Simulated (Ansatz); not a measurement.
Geometry optimisation, UHF/def2-SVP (Ansatz).

The input (input.yaml):

```yaml
crystal:
  periodic: [false, false, false]
  atoms:
    - { symbol: F, position_ang: [1.0334, -2.631, 1.1399] }
    - { symbol: Al, position_ang: [-0.4844, -1.5464, 1.0369] }
    - { symbol: O, position_ang: [-0.9204, -0.6645, -0.5387] }
    - { symbol: Si, position_ang: [-0.0136, 0.8628, -0.4289] }
    - { symbol: H, position_ang: [-0.3617, 1.612, -1.6665] }
    - { symbol: H, position_ang: [-0.5868, 1.6372, 0.7252] }
    - { symbol: H, position_ang: [1.3948, 0.6618, -0.3135] }
magnetization:
  spin_polarized: true
  initial_magnetization: 1
basis:
  gaussian: { orbitals: def2-SVP }
hamiltonian:
  xc: hf
relax:
  f_tol: 0.015
  max_steps: 40
output:
  orbitals: {}
```

Run as:

```bash
$ ansatz run input.yaml --threads 1 --pin off --max-ram 2048MiB --backend cpu --events-out ev --progress --plain --runs-dir out
```

Problem. Where does it end, and by what steps?

Solution. The forces met the threshold. After 10 steps the energy has fallen by 1.759 eV; O3 moved furthest, 0.90 Å. Parted: Al2–Si4.

| step | energy less start (eV) | largest force component (eV/Å) | accepted |
| --- | --- | --- | --- |
| 0 | 0.0000 | 3.659 | yes |
| 1 | -0.9810 | 2.371 | yes |
| 2 | -1.4807 | 1.123 | yes |
| 3 | -1.5851 | 0.497 | yes |
| 4 | -1.7038 | 0.364 | yes |
| 5 | -1.7249 | 0.691 | yes |
| 6 | -1.7545 | 0.112 | yes |
| 7 | -1.7577 | 0.047 | yes |
| 8 | -1.7585 | 0.029 | yes |
| 9 | -1.7580 | 0.058 | no |
| 10 | -1.7586 | 0.003 | yes |

```xyz
7
Properties=species:S:1:pos:R:3
F 0.598 -2.948 1.322
Al -0.608 -2.095 0.578
O -0.286 -0.520 0.088
Si 0.020 1.013 -0.395
H -0.641 1.280 -1.693
H -0.498 1.974 0.606
H 1.477 1.227 -0.552
```

Time of the run: 20 s on 1 thread of Arm Neoverse V2, with other jobs on the host, peak memory 0.16 GiB.
